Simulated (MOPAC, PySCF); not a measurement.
Constitutional and geometric isomers with formula H6B4. Gas-phase values, no solvent. One relaxed conformer stands for each flexible species; it need not be the lowest. Strings in code marks are SMILES.

Quantity: electronic energy of isomers of H6B4 relative to `BB(B)B`, in kJ/mol. Semi-empirical values (MOPAC) are differences of heats of formation.

Level 1: B3LYP/6-311+G** // PBE0-D4/def2-TZVP (PySCF)
Level 2: PBE/6-31G* // PBE0-D4/def2-TZVP (PySCF)
Level 3: frozen-core MP2/6-31G* // PBE0-D4/def2-TZVP (PySCF)
Level 4: PM7 // PBE0-D4/def2-TZVP (MOPAC)

| species | level 2 | level 3 | level 4 |
|---|---|---|---|
| `BBBB` | 32.84 | 28.02 | 18.26 |

Problem. What does level 1 give for each?

Solution. 
- `BBBB`: 23.97
